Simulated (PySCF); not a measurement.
Circular dichroism: `InChI=1S/C5H11FOSi/c6-2-1-5-4(7)3-8-5/h4-5,7H,1-3,8H2/t4-,5+/m0/s1`

Geometry:
| atom | x (Å) | y (Å) | z (Å) |
| --- | --- | --- | --- |
| O1 | -1.151 | -2.323 | -0.461 |
| C2 | -1.069 | -0.927 | -0.555 |
| C3 | -2.217 | -0.131 | 0.105 |
| Si4 | -0.979 | 1.185 | 0.736 |
| C5 | 0.133 | -0.272 | 0.167 |
| C6 | 1.356 | -0.005 | -0.696 |
| C7 | 2.440 | 0.710 | 0.093 |
| F8 | 1.984 | 1.938 | 0.526 |
| H9 | -1.233 | -2.561 | 0.469 |
| H10 | -1.025 | -0.723 | -1.628 |
| H11 | -2.677 | -0.716 | 0.902 |
| H12 | -3.009 | 0.156 | -0.581 |
| H13 | -0.900 | 2.375 | -0.102 |
| H14 | -0.983 | 1.484 | 2.164 |
| H15 | 0.432 | -0.911 | 1.005 |
| H16 | 1.770 | -0.942 | -1.078 |
| H17 | 1.073 | 0.615 | -1.549 |
| H18 | 2.718 | 0.151 | 0.993 |
| H19 | 3.328 | 0.905 | -0.516 |

Theory: TDDFT CAM-B3LYP/def2-SVPD circular dichroism and optical rotation, one conformer, gas phase (PySCF). Geometry: GFN2-xTB.

The molecule is flexible and this is one conformer; a measurement averages over conformers.

Q: What are the CIP labels of the stereocentres?

A: C2 S, C5 R.

Q: List the lowest 8 singlet excitations with oscillator and rotatory strengths.

A: Rotatory strengths R in 10⁻⁴⁰ esu² cm², velocity form and length form (origin at the centre of mass); f in length form.
| state | E (eV) | λ (nm) | f | R (velocity) | R (length) | main |
| --- | --- | --- | --- | --- | --- | --- |
| 1 | 6.87 | 180 | 0.005 | -6.9 | -6.6 | HOMO→LUMO 0.58, HOMO→LUMO+2 0.14 |
| 2 | 7.33 | 169 | 0.009 | +16.3 | +16.2 | HOMO−1→LUMO 0.43, HOMO→LUMO 0.15 |
| 3 | 7.40 | 167 | 0.082 | +2.4 | +2.0 | HOMO→LUMO+1 0.58, HOMO−1→LUMO+1 0.16 |
| 4 | 7.54 | 164 | 0.022 | +2.8 | +4.4 | HOMO−2→LUMO+1 0.61, HOMO−2→LUMO 0.12 |
| 5 | 7.62 | 163 | 0.006 | -26.7 | -26.3 | HOMO−2→LUMO 0.67 |
| 6 | 7.73 | 160 | 0.016 | +3.6 | +3.5 | HOMO→LUMO+5 0.22, HOMO−1→LUMO+1 0.20 |
| 7 | 7.85 | 158 | 0.046 | -10.5 | -10.0 | HOMO→LUMO+2 0.36, HOMO−1→LUMO 0.16 |
| 8 | 7.92 | 157 | 0.014 | -8.1 | -7.8 | HOMO→LUMO+3 0.38, HOMO−1→LUMO+1 0.31 |

Among the states computed, the strongest CD band (largest |R|) is state 5. The largest dissymmetry factor in size, g = 4R/(D+G), with D and G the electric and magnetic dipole strengths, is -0.053 for state 5 (velocity form, f = 0.006), among bands with |R| over 0.5. The mirror image has the same energies and oscillator strengths and all R with the opposite sign.
